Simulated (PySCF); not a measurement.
# How methods differ on the ionisation energy of Yb⁶³⁺

Yb⁶³⁺ [He] 2s2 2p3 [2p1/2^2 2p3/2^1, M_J = 3/2] → Yb⁶⁴⁺ [He] 2s2 2p2 [2p1/2^2, M_J = 0], as a difference of total energies. Calculation: PySCF 2.14, in an even-tempered Gaussian basis (17 s from 47 bohr⁻², ratio 2.4; 13 p from 60 bohr⁻², ratio 2.4; 5 d from 200 bohr⁻², ratio 2.6; 4 f from 300 bohr⁻², ratio 2.6); the two-component X2C-1e Hamiltonian. Correlated levels: nothing frozen; the 30 highest virtual spinors dropped. "Screened" scales the spin-orbit matrix elements by Boettger's factors to mimic the two-electron term; Breit and QED terms are absent.

```json
{"method": "GHF (spin-free)", "ionisation energy (eV)": "15141.0"}
{"method": "GMP2 (spin-free)", "ionisation energy (eV)": "15141.0"}
{"method": "GHF (screened spin-orbit)", "ionisation energy (eV)": "14764.8"}
{"method": "GMP2 (screened spin-orbit)", "ionisation energy (eV)": "14764.9"}
```

For this ion Breit and QED terms and the two-electron picture change, all absent here, outweigh the correlation shift from GHF to GMP2.

The spin-free rows relax to the high-spin LS determinant and lack the spin-orbit shift.

The labels give the starting determinants; with spin-orbit coupling the two ends relaxed to ⟨J²⟩ = 3.75, ⟨L²⟩ = 2.59, ⟨S²⟩ = 1.47 and ⟨J²⟩ = 0.00, ⟨L²⟩ = 1.33, ⟨S²⟩ = 1.33.

For comparison: 14752 ± 19 eV (theoretical estimate listed by NIST; NIST Atomic Spectra Database, ionization energies).
